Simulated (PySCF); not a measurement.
C3H9Ga, SMILES [CH3][Ga]([CH3])[CH3].

Coordinates come from a PBE0-D3(BJ)/def2-SVP optimisation.

All values below come from PySCF with PBE0-D3(BJ)/def2-SVP.

Frequencies are harmonic and unscaled.

A small imaginary wavenumber (i) marks a very flat motion, where grid noise or a shallow saddle decides the sign.

Q: List the normal modes with their intensities. (An estimate is asked for; the answer gives what the named calculation found.)

A: 
```json
[
 {"mode": "1", "ν (cm⁻¹)": "9i", "IR (km/mol)": "0.0", "Raman (Å⁴/amu)": "0.1", "depolarisation": "0.75", "moving atoms (share of kinetic energy)": "H 97 %"},
 {"mode": "2", "ν (cm⁻¹)": "5", "IR (km/mol)": "0.0", "Raman (Å⁴/amu)": "0.1", "depolarisation": "0.75", "moving atoms (share of kinetic energy)": "H 97 %"},
 {"mode": "3", "ν (cm⁻¹)": "36", "IR (km/mol)": "0.3", "Raman (Å⁴/amu)": "0.0", "depolarisation": "–", "moving atoms (share of kinetic energy)": "H 97 %"},
 {"mode": "4", "ν (cm⁻¹)": "149", "IR (km/mol)": "3.5", "Raman (Å⁴/amu)": "2.2", "depolarisation": "0.75", "moving atoms (share of kinetic energy)": "C 51 %, H 35 %, Ga 14 %"},
 {"mode": "5", "ν (cm⁻¹)": "149", "IR (km/mol)": "3.5", "Raman (Å⁴/amu)": "2.2", "depolarisation": "0.75", "moving atoms (share of kinetic energy)": "C 51 %, H 35 %, Ga 14 %"},
 {"mode": "6", "ν (cm⁻¹)": "154", "IR (km/mol)": "2.3", "Raman (Å⁴/amu)": "0.0", "depolarisation": "–", "moving atoms (share of kinetic energy)": "H 35 %, Ga 33 %, C 32 %"},
 {"mode": "7", "ν (cm⁻¹)": "526", "IR (km/mol)": "0.0", "Raman (Å⁴/amu)": "32.0", "depolarisation": "0.07", "moving atoms (share of kinetic energy)": "C 78 %, H 22 %"},
 {"mode": "8", "ν (cm⁻¹)": "581", "IR (km/mol)": "47.1", "Raman (Å⁴/amu)": "5.5", "depolarisation": "0.75", "moving atoms (share of kinetic energy)": "C 58 %, Ga 23 %, H 19 %"},
 {"mode": "9", "ν (cm⁻¹)": "581", "IR (km/mol)": "47.2", "Raman (Å⁴/amu)": "5.5", "depolarisation": "0.75", "moving atoms (share of kinetic energy)": "C 58 %, Ga 23 %, H 19 %"},
 {"mode": "10", "ν (cm⁻¹)": "601", "IR (km/mol)": "0.0", "Raman (Å⁴/amu)": "0.2", "depolarisation": "0.74", "moving atoms (share of kinetic energy)": "H 86 %, C 14 %"},
 {"mode": "11", "ν (cm⁻¹)": "601", "IR (km/mol)": "0.0", "Raman (Å⁴/amu)": "0.2", "depolarisation": "0.75", "moving atoms (share of kinetic energy)": "H 86 %, C 14 %"},
 {"mode": "12", "ν (cm⁻¹)": "649", "IR (km/mol)": "0.0", "Raman (Å⁴/amu)": "2.2", "depolarisation": "0.09", "moving atoms (share of kinetic energy)": "H 84 %, C 16 %"},
 {"mode": "13", "ν (cm⁻¹)": "732", "IR (km/mol)": "71.4", "Raman (Å⁴/amu)": "0.0", "depolarisation": "–", "moving atoms (share of kinetic energy)": "H 73 %, C 22 %"},
 {"mode": "14", "ν (cm⁻¹)": "764", "IR (km/mol)": "79.8", "Raman (Å⁴/amu)": "1.8", "depolarisation": "0.75", "moving atoms (share of kinetic energy)": "H 75 %, C 22 %"},
 {"mode": "15", "ν (cm⁻¹)": "764", "IR (km/mol)": "79.8", "Raman (Å⁴/amu)": "1.8", "depolarisation": "0.75", "moving atoms (share of kinetic energy)": "H 75 %, C 22 %"},
 {"mode": "16", "ν (cm⁻¹)": "1211", "IR (km/mol)": "23.8", "Raman (Å⁴/amu)": "0.0", "depolarisation": "–", "moving atoms (share of kinetic energy)": "H 79 %, C 20 %"},
 {"mode": "17", "ν (cm⁻¹)": "1211", "IR (km/mol)": "23.8", "Raman (Å⁴/amu)": "0.0", "depolarisation": "–", "moving atoms (share of kinetic energy)": "H 79 %, C 20 %"},
 {"mode": "18", "ν (cm⁻¹)": "1215", "IR (km/mol)": "0.0", "Raman (Å⁴/amu)": "4.2", "depolarisation": "0.00", "moving atoms (share of kinetic energy)": "H 82 %, C 18 %"},
 {"mode": "19", "ν (cm⁻¹)": "1423", "IR (km/mol)": "1.3", "Raman (Å⁴/amu)": "12.1", "depolarisation": "0.75", "moving atoms (share of kinetic energy)": "H 96 %"},
 {"mode": "20", "ν (cm⁻¹)": "1423", "IR (km/mol)": "1.3", "Raman (Å⁴/amu)": "12.1", "depolarisation": "0.75", "moving atoms (share of kinetic energy)": "H 96 %"},
 {"mode": "21", "ν (cm⁻¹)": "1426", "IR (km/mol)": "0.0", "Raman (Å⁴/amu)": "10.4", "depolarisation": "0.74", "moving atoms (share of kinetic energy)": "H 95 %"},
 {"mode": "22", "ν (cm⁻¹)": "1429", "IR (km/mol)": "0.0", "Raman (Å⁴/amu)": "12.9", "depolarisation": "0.75", "moving atoms (share of kinetic energy)": "H 95 %"},
 {"mode": "23", "ν (cm⁻¹)": "1429", "IR (km/mol)": "0.0", "Raman (Å⁴/amu)": "12.9", "depolarisation": "0.75", "moving atoms (share of kinetic energy)": "H 95 %"},
 {"mode": "24", "ν (cm⁻¹)": "1431", "IR (km/mol)": "8.1", "Raman (Å⁴/amu)": "0.0", "depolarisation": "–", "moving atoms (share of kinetic energy)": "H 96 %"},
 {"mode": "25", "ν (cm⁻¹)": "3047", "IR (km/mol)": "8.1", "Raman (Å⁴/amu)": "1.0", "depolarisation": "0.60", "moving atoms (share of kinetic energy)": "H 97 %"},
 {"mode": "26", "ν (cm⁻¹)": "3047", "IR (km/mol)": "8.1", "Raman (Å⁴/amu)": "2.5", "depolarisation": "0.17", "moving atoms (share of kinetic energy)": "H 97 %"},
 {"mode": "27", "ν (cm⁻¹)": "3048", "IR (km/mol)": "0.0", "Raman (Å⁴/amu)": "431.0", "depolarisation": "0.00", "moving atoms (share of kinetic energy)": "H 97 %"},
 {"mode": "28", "ν (cm⁻¹)": "3139", "IR (km/mol)": "2.2", "Raman (Å⁴/amu)": "121.4", "depolarisation": "0.75", "moving atoms (share of kinetic energy)": "H 91 %, C 9 %"},
 {"mode": "29", "ν (cm⁻¹)": "3140", "IR (km/mol)": "5.4", "Raman (Å⁴/amu)": "98.2", "depolarisation": "0.75", "moving atoms (share of kinetic energy)": "H 91 %, C 9 %"},
 {"mode": "30", "ν (cm⁻¹)": "3140", "IR (km/mol)": "11.3", "Raman (Å⁴/amu)": "55.3", "depolarisation": "0.75", "moving atoms (share of kinetic energy)": "H 91 %, C 9 %"},
 {"mode": "31", "ν (cm⁻¹)": "3168", "IR (km/mol)": "9.1", "Raman (Å⁴/amu)": "96.9", "depolarisation": "0.74", "moving atoms (share of kinetic energy)": "H 91 %, C 9 %"},
 {"mode": "32", "ν (cm⁻¹)": "3168", "IR (km/mol)": "8.9", "Raman (Å⁴/amu)": "96.4", "depolarisation": "0.74", "moving atoms (share of kinetic energy)": "H 91 %, C 9 %"},
 {"mode": "33", "ν (cm⁻¹)": "3168", "IR (km/mol)": "8.4", "Raman (Å⁴/amu)": "95.3", "depolarisation": "0.73", "moving atoms (share of kinetic energy)": "H 91 %, C 9 %"}
]
```
